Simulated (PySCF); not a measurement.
Magnetic shielding above rings: a mixed set.

NICS is the negative of the GIAO shielding at a point without a nucleus: at the ring centre (0) and 1 Å above and below it (1); zz is the component along the ring normal. Level: GIAO PBE0/pcSseg-1 (PySCF, non-relativistic, gas phase) on the GFN2-xTB geometries, one conformer each. Atom numbers follow the mapped SMILES.

**Question.** Order these rings by mean NICS(1)zz, lowest (most negative) first (ppm).
A. ring C3–C4–C5–C6–C7–C9 in `[N:1]#[C:2][C@@H:3]1[CH2:4][CH:5]=[CH:6][C:7](=[O:8])[CH2:9]1`
B. ring C4–C5–C6–C7–N8–C9 in `[CH3:1][C:2](=[O:3])[c:4]1[cH:5][cH:6][cH:7][n:8][cH:9]1`
C. ring C3–C4–C5–N6–C7 in `[CH3:1][NH:2][c:3]1[cH:4][cH:5][n-:6][cH:7]1` (charge -1)
D. ring C4–C5–C6–C7–C9 in `[N:1]#[C:2][CH2:3][C@@H:4]1[CH:5]=[CH:6][C:7](=[O:8])[CH2:9]1`
E. ring C2–C3–C5 in `[O:1]=[c:2]1[c:3]([Cl:4])[c:5]1[O:6][C:7]([F:8])([F:9])[F:10]`
F. ring C2–C3–C4–C5–C6 in `[CH2:1]=[C:2]1[CH:3]=[CH:4][CH:5]=[C:6]1[NH:7][CH:8]=[O:9]`
G. ring C5–C6–C7–C8–O9 in `[H]/[N:1]=[CH:2]\[CH:3]=[CH:4]/[c:5]1[cH:6][cH:7][cH:8][o:9]1`

**Answer.** C (-31.1), B (-27.7), G (-24.5), E (-7.9), D (-4.7), A (1.8), F (3.2).

| SMILES | ring | NICS(0) | NICS(1) | NICS(1)zz | HOMA | rms pucker (Å) | ring atoms with four or more neighbours |
| --- | --- | --- | --- | --- | --- | --- | --- |
| CNc1cc[n-]c1 | 5-membered ring with N; formal bonds all aromatic | -13.8 | -11.7 | -31.1 | 0.98 | 0.00 | 0 |
| CC(=O)c1cccnc1 | 6-membered ring with N; formal bonds all aromatic | -7.3 | -11.2 | -27.7 | 0.99 | 0.00 | 0 |
| [H]/N=C\C=C/c1ccco1 | 5-membered ring with O; formal bonds all aromatic | -10.9 | -9.8 | -24.5 | 0.53 | 0.00 | 0 |
| O=c1c(Cl)c1OC(F)(F)F | 3-membered carbocycle; bonds drawn aromatic by RDKit's count | -26.1 | -8.0 | -7.9 | 0.34 | 0.00 | 0 |
| N#CC[C@@H]1C=CC(=O)C1 | 5-membered carbocycle; formal bonds 1 double, 4 single | 1.3 | -3.4 | -4.7 | – | 0.00 | 2 |
| N#C[C@@H]1CC=CC(=O)C1 | 6-membered carbocycle; formal bonds 1 double, 5 single | 1.4 | -1.9 | 1.8 | – | 0.20 | 3 |
| C=C1C=CC=C1NC=O | 5-membered carbocycle; formal bonds 2 double, 3 single | 2.1 | -1.4 | 3.2 | -0.09 | 0.00 | 0 |

NICS(0) gives another order. The isotropic NICS(1) gives the same order. Over the 5 rings with a HOMA value its correlation coefficient with NICS(1)zz is -0.95. HOMA uses Krygowski's 1993 parameters; it is left out where a ring has a four-coordinate atom, a triple bond, no multiple bond or a kind of bond without parameters. NICS(1) and NICS(1)zz are means over the two faces.
